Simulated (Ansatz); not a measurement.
Geometry optimisation, RKS BHLYP/def2-SVP in Ansatz.

input.yaml

```yaml
crystal:
  periodic: [false, false, false]
  atoms:
    - { symbol: B, position_ang: [-1.5569, 0.16, -0.1208] }
    - { symbol: F, position_ang: [-1.6637, -1.5095, 0.0126] }
    - { symbol: H, position_ang: [-2.2095, 0.6455, 0.7103] }
    - { symbol: H, position_ang: [-1.5533, 0.4434, -1.2479] }
    - { symbol: H, position_ang: [-0.5482, -1.2103, 0.3463] }
    - { symbol: O, position_ang: [0.0633, -0.1012, 0.4707] }
    - { symbol: Si, position_ang: [1.5633, 0.3238, 0.0268] }
    - { symbol: H, position_ang: [2.3762, -0.5042, 0.9165] }
    - { symbol: H, position_ang: [1.8126, -0.0038, -1.3776] }
    - { symbol: H, position_ang: [1.7162, 1.7562, 0.263] }
basis:
  gaussian: { orbitals: def2-SVP }
hamiltonian:
  xc: { name: BHLYP }
relax:
  f_tol: 0.15
  max_steps: 25
  restrain:
    - { distance: [0, 5], at: 1.5, k: 30.0 }
    - { distance: [4, 1], at: 0.88, k: 30.0 }
    - { distance: [0, 1], at: 2.71, k: 30.0 }
    - { distance: [4, 5], at: 2.27, k: 30.0 }
output:
  orbitals: {}
```

Command:

```bash
$ ansatz run input.yaml --threads 2 --pin off --max-ram 3072MiB --backend cpu --events-out ev --progress --plain --runs-dir out
```

Problem. Where does it end, and by what steps?

Solution. The forces met the threshold. The restraints hold the end off the free minimum. After 6 steps the energy has fallen by 1.009 eV (the restraints' own energy left out); F2 moved furthest, 0.69 Å. Parted: B1–F2. Joined: F2–H5.

```json
{"step": "0", "energy less start (eV)": "0.0000", "largest force component (eV/Å)": "4.877", "accepted": "yes"}
{"step": "1", "energy less start (eV)": "0.0955", "largest force component (eV/Å)": "5.331", "accepted": "yes"}
{"step": "2", "energy less start (eV)": "-0.4250", "largest force component (eV/Å)": "5.291", "accepted": "yes"}
{"step": "3", "energy less start (eV)": "-0.7389", "largest force component (eV/Å)": "2.916", "accepted": "yes"}
{"step": "4", "energy less start (eV)": "-0.8813", "largest force component (eV/Å)": "2.660", "accepted": "yes"}
{"step": "5", "energy less start (eV)": "-0.9766", "largest force component (eV/Å)": "2.426", "accepted": "yes"}
{"step": "6", "energy less start (eV)": "-1.0093", "largest force component (eV/Å)": "2.124", "accepted": "yes"}
```

```xyz
10
Properties=species:S:1:pos:R:3
B -1.371 0.572 -0.115
F -1.381 -2.134 -0.010
H -2.297 0.745 0.618
H -1.476 0.613 -1.309
H -0.799 -1.795 0.595
O -0.102 0.359 0.495
Si 1.497 0.411 0.020
H 2.224 -0.605 0.819
H 1.646 0.085 -1.417
H 2.060 1.749 0.305
```

Whether the end is a true minimum wasn't checked by a vibrational analysis.

Time of the run: 14 s on 2 threads of Arm Neoverse V2, on a shared host, peak memory 0.17 GiB.
